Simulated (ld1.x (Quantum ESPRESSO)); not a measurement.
# u(r) = r·R(r): atom against pseudo-atom (rubidium)

Columns: radius, all-electron u(r) and pseudo u(r) of the 4d shell (level -0.32 eV) of rubidium in the configuration [Ar] 3d10 4s2 4p6 4d0 5s0.5 5p0.5; PBE, scalar-relativistic, TM scheme, ld1.x (Quantum ESPRESSO) 7.5.

```tsv
r (bohr)	all-electron	pseudo
0.210	0.0610	-0.0008
0.420	0.0711	-0.0062
0.630	0.0205	-0.0195
0.840	-0.0406	-0.0424
1.050	-0.0949	-0.0740
1.260	-0.1386	-0.1112
1.470	-0.1721	-0.1498
1.680	-0.1972	-0.1857
1.890	-0.2159	-0.2155
2.100	-0.2298	-0.2379
2.310	-0.2405	-0.2529
2.520	-0.2489	-0.2619
2.730	-0.2559	-0.2668
2.940	-0.2618	-0.2697
3.150	-0.2672	-0.2718
3.360	-0.2720	-0.2742
3.570	-0.2765	-0.2773
3.780	-0.2807	-0.2809
3.990	-0.2848	-0.2848
4.200	-0.2889	-0.2889
4.410	-0.2932	-0.2932
4.620	-0.2975	-0.2975
4.830	-0.3018	-0.3018
5.040	-0.3058	-0.3058
5.250	-0.3094	-0.3094
5.460	-0.3125	-0.3125
```

(1) How many radial nodes do the two functions have?

(2) At about which radius was the pseudo-wave matched?

(3) Is the pseudo-wave norm-conserving?

Results:

(1) The all-electron 4d function has n − l − 1 = 1; the pseudo-wave has 0, since the states of the same l below it are removed with the core.

(2) 4.20 bohr. The columns agree to 0.0005 from 3.78 bohr on; several derivatives are matched, so the curves merge somewhat inside the radius.

(3) Yes: the TM scheme keeps the norm inside the radius equal to the all-electron one, which fixes the energy derivative of the logarithmic derivative at the level.
